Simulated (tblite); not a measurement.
Compound: C5H9O2 (doublet state).
Z-matrix (Å and degrees, GFN2-xTB geometry), rows numbered from 1:
```
C 
C   1  1.3264
C   2  1.4907  1  124.78
C   3  1.5588  2  112.40  1   123.69
C   4  1.4825  3  113.43  2   -67.65
O   5  1.3728  4  120.35  3    58.52
O   5  1.3760  4  116.88  3   -87.85
H   1  1.0775  2  121.55  3    -0.46
H   1  1.0767  2  122.11  3   179.44
H   2  1.0845  1  119.93  3  -178.48
H   3  1.0926  2  109.02  1  -117.74
H   3  1.0909  2  110.51  1     1.51
H   4  1.0935  3  108.38  2    54.40
H   4  1.0889  3  108.83  2   172.60
H   6  0.9719  5  110.14  4   -17.26
H   7  0.9645  5  107.71  4   164.84
```

Level: GFN2-xTB in tblite, geometry and Hessian alike; calculated harmonic values, unscaled, isolated species. The method is semi-empirical: single wavenumbers can be off by several per cent or more. One conformer, not necessarily the lowest. Open shells enter through the occupations alone, without spin polarisation, and single modes of such species can be off by tens of per cent.

Harmonic wavenumbers (cm⁻¹): 47.1, 99.0, 129.0, 187.2, 281.3, 314.9, 358.7, 380.0, 428.3, 452.2, 521.1, 628.0, 820.0, 863.0, 877.7, 931.4, 945.4, 997.3, 1017.9, 1074.6, 1096.1, 1138.2, 1165.0, 1192.7, 1270.4, 1290.0, 1301.2, 1313.2, 1359.9, 1413.0, 1452.6, 1467.2, 1679.5, 2951.9, 2960.9, 2998.4, 3021.6, 3035.3, 3102.2, 3128.4, 3326.6, 3536.7.

A = 4249, B = 1779, C = 1509 MHz; mass 101.060 u (most abundant isotopes); point group C1, symmetry number 1; spin multiplicity 2.

Task: What is the zero-point energy?

Result: ½Σν̃ = 28278 cm⁻¹ = 80.85 kcal/mol.

Task: What is S at 298.15 K and 1 bar for an ideal gas of classical rigid rotors and harmonic oscillators?

Result: Translation 39.78, rotation 27.73, vibration 22.71, spin (R ln 2) 1.38: S = 91.6 cal/(mol K).

Task: And Cp and H(298.15 K) − H(0)?

Result: Cp = 32.68 cal/(mol K), of which vibrations give 24.73 (their classical limit is 42 R = 83.5); H(298.15 K) − H(0) = 6.02 kcal/mol without the zero-point energy, 3.65 from vibrations.

Task: Blend soft modes into free rotors: weight 1/[1 + (100 cm⁻¹/ν̃)⁴] for the oscillator and the rest for a rotor with moment μB/(μ + B), μ = h/(8π²ν), B = 10⁻⁴⁴ kg m². What vibrational entropy results?

Result: 21.05 cal/(mol K) in place of 22.71, which changes −T·S at 298.15 K by +0.49 kcal/mol.

Task: How do the functions run with temperature in this model?

Result: 
```csv
T (K),S (cal/(mol K)),Cp (cal/(mol K)),H − H(0) (kcal/mol),G − H(0) (kcal/mol),ln q(vib)
150,73.9,20.5,2.09,-8.99,2.24
250,86.2,28.6,4.54,-17.01,4.28
400,102.4,40.9,9.77,-31.18,7.38
600,121.5,53.6,19.30,-53.61,11.50
900,145.7,65.5,37.32,-93.82,17.37
```

q(vib) and H(0) count from the zero-point level.

Hindered rotation and anharmonicity are outside this model. Other conformers, if any are populated, would add a mixing term that is left out. The structure is chiral; the term R ln 2 for an equal mix with its mirror image is left out.
